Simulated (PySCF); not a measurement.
Br₃Zr (SMILES [Br][Zr]([Br])[Br]), doublet, geometry from GFN2-xTB (such geometries of metal compounds can be far from the true shape) (the multiplicity is a formal guess) (all electrons, no relativity). Base run: PBE/3-21G in PySCF.

Input for PySCF:
```python
from pyscf import gto, scf, dft

mol = gto.Mole()
mol.atom = '''
    Zr   -0.333343    0.302616    0.648359
    Br   -1.629176   -1.504432   -0.501523
    Br    0.101414    1.921618   -1.210850
    Br    1.908726   -0.763032    0.971392
'''
mol.basis = '3-21g'
mol.charge = 0
mol.spin = 1
mol.verbose = 4
mol.build()

mf = dft.UKS(mol)
mf.xc = 'pbe'
mf.kernel()
```

Variants of this job, named by their change:

```
change                                                                                         basis functions        E (Eh)  HOMO (eV)  dipole (D)
---------------------------------------------------------------------------------------------  ---------------  ------------  ---------  ----------
base                                                                                                       102  -11208.06413      -4.41        2.74
basis = x2c-SVPall; relativity = spin-free X2C; nucleus = Gaussian (with mol.nucmod = 'G')                 149  -11414.22307      -4.45        2.07
basis = cc-pVTZ-DK; relativity = spin-free X2C; nucleus = Gaussian (with mol.nucmod = 'G')                 206  -11415.86136      -4.52        2.04
basis = x2c-SVPall; relativity = spin-free X2C                                                             149  -11414.30559      -4.45        2.07
basis = jorge-DZP-DKH; relativity = spin-free X2C; nucleus = Gaussian (with mol.nucmod = 'G')              177  -11415.21569      -4.28        2.49
basis = cc-pVTZ-DK; relativity = spin-free X2C                                                             206  -11415.97251      -4.52        2.04
basis = jorge-DZP-DKH; relativity = none                                                                   177  -11221.04102      -4.31        3.01
basis = jorge-DZP-DKH; relativity = spin-free X2C                                                          177  -11415.31063      -4.28        2.49
basis = x2c-SVPall; relativity = none                                                                      149  -11184.01921      -4.54        2.73
basis = cc-pVTZ-DK; relativity = none                                                                      206  -11150.68049      -4.59        2.57
```

Totals shift with the method and basis; they matter in differences.

Open shells are given as the SCF converged; they aren't shown to be the lowest states, and a large step between rows can be another state.

Basis sets contracted for a relativistic Hamiltonian are a mismatch without it, so the rows without relativity aren't non-relativistic limits. No row has spin-orbit coupling; sets with core potentials leave out the core electrons.
